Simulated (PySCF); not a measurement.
A PySCF script (with the pyscf-properties extension) for the NMR shieldings of SMILES C[Si@@H](C#N)N[C@@H]1[C@@H]2C[C@@H]21, C6H10N2Si, on a GFN2-xTB geometry:

```python
import basis_set_exchange as bse
import numpy as np
from pyscf import gto, dft
from pyscf.prop import nmr

atoms = """
C    -1.458732    1.270344    0.789687
Si   -1.553082   -0.597837    0.494340
C    -2.961502   -0.845668   -0.729915
N    -3.796900   -1.011158   -1.497312
N    -0.063522   -1.217209   -0.099525
C     0.751955   -0.618238   -1.113872
C     2.228758   -0.468863   -0.910331
C     2.150230    0.393246    0.309934
C     1.350806    0.733322   -0.908759
H    -1.247084    1.808711   -0.129862
H    -0.676961    1.515629    1.502162
H    -2.398138    1.648928    1.183307
H    -1.875200   -1.407433    1.671808
H     0.096025   -2.211754   -0.034004
H     0.430608   -0.854790   -2.131350
H     3.062776   -0.785500   -1.499838
H     3.006792    1.016706    0.534553
H     1.637573    0.015512    1.184491
H     1.305793    1.625302   -1.496822
"""
names = dict.fromkeys(["C", "Si", "N", "H"], "pcSseg-1")
basis = {el: gto.basis.parse(bse.get_basis(n, elements=[el], fmt="nwchem")) for el, n in names.items()}
mol = gto.M(atom=atoms, basis=basis, charge=0, verbose=0)
mf = dft.RKS(mol, xc="PBE0")
mf.grids.level = 2
mf.grids.alignment = dft.numint.BLKSIZE   # the property module wants whole blocks of grid points
mf.conv_tol = 1e-9
mf.kernel()

calc = nmr.RKS(mf)   # GIAO
C = mf.mo_coeff
Co = C[:, mf.mo_occ > 0]
resp = mf.gen_response(singlet=True, hermi=2)
def vind(x):   # induced exchange potential for any number of trial vectors
    d = np.einsum("pi,xij,qj->xpq", C, 2 * x.reshape(-1, C.shape[1], Co.shape[1]), Co, optimize=True)
    return np.einsum("xpq,pi,qj->xij", resp(d - d.transpose(0, 2, 1)), C, Co, optimize=True).ravel()
mo1, _ = nmr.rhf.solve_mo1(calc, with_cphf=vind)
sigma = calc.kernel(mo1)
for i, s in enumerate(sigma):   # ppm
    w = np.linalg.eigvalsh((s + s.T) / 2)
    print("%2d %-2s iso %8.1f  s11 %8.1f  s22 %8.1f  s33 %8.1f" % (i, mol.atom_pure_symbol(i), w.mean(), *w))
```

Q: What does it print?

A: 
```
 0 C  iso    190.1  s11    178.6  s22    193.3  s33    198.3
 1 Si iso    395.5  s11    333.3  s22    396.9  s33    456.4
 2 C  iso     59.6  s11    -57.0  s22    -53.7  s33    289.5
 3 N  iso    -85.0  s11   -279.0  s22   -265.2  s33    289.1
 4 N  iso    232.7  s11    199.8  s22    239.0  s33    259.2
 5 C  iso    132.8  s11    117.6  s22    125.8  s33    155.1
 6 C  iso    176.3  s11    137.7  s22    187.8  s33    203.4
 7 C  iso    160.6  s11    135.8  s22    171.4  s33    174.7
 8 C  iso    175.0  s11    137.8  s22    182.6  s33    204.7
 9 H  iso     30.5  s11     26.2  s22     30.4  s33     35.0
10 H  iso     31.3  s11     25.9  s22     30.6  s33     37.5
11 H  iso     31.5  s11     26.7  s22     28.1  s33     39.7
12 H  iso     27.0  s11     23.4  s22     24.9  s33     32.8
13 H  iso     31.3  s11     21.8  s22     29.7  s33     42.5
14 H  iso     27.8  s11     20.6  s22     28.0  s33     34.8
15 H  iso     29.7  s11     23.3  s22     26.1  s33     39.6
16 H  iso     30.3  s11     25.2  s22     25.7  s33     39.9
17 H  iso     30.0  s11     23.1  s22     30.7  s33     36.3
18 H  iso     29.8  s11     24.0  s22     26.1  s33     39.1
```

These numbers come from an equivalent density-fitted implementation of the same equations, which agrees with the script to about 0.01 ppm for H and up to a few tenths of a ppm for heavy atoms, so last digits may differ.

Q: Turn these shieldings into chemical shifts. δ = σ(ref) − σ, references computed at the same level: TMS for 13C (σ = 186.93 ppm) and 29Si (σ = 349.16 ppm) and 1H (σ = 31.72 ppm); 15N (σ = 267.73 ppm) against NH3.

A: Averaging equivalent atoms: C 2: 127.3; C 5: 54.1; C 7: 26.3; C 8: 11.9; C 6: 10.6; C 0: -3.2; Si 1: -46.4; N 3: 352.8; N 4: 35.1; H 12: 4.70; H 14: 3.93; H 15: 2.06; H 18: 1.96; H 17: 1.67; H 16: 1.47; H 9/10/11: 0.60; H 13: 0.40 ppm. Experimental scales use liquid or dissolved standards, which lie at an offset from isolated NH3 (liquid NH3: subtract about 20 ppm). Unscaled 15N shifts of sp2 nitrogen come out 20 to 40 ppm too high even then.

Size and cost of the density-fitted run: 210 basis functions, 71 s wall time on 1 thread of an Arm Neoverse N1, shared host; peak memory 0.94 GiB.
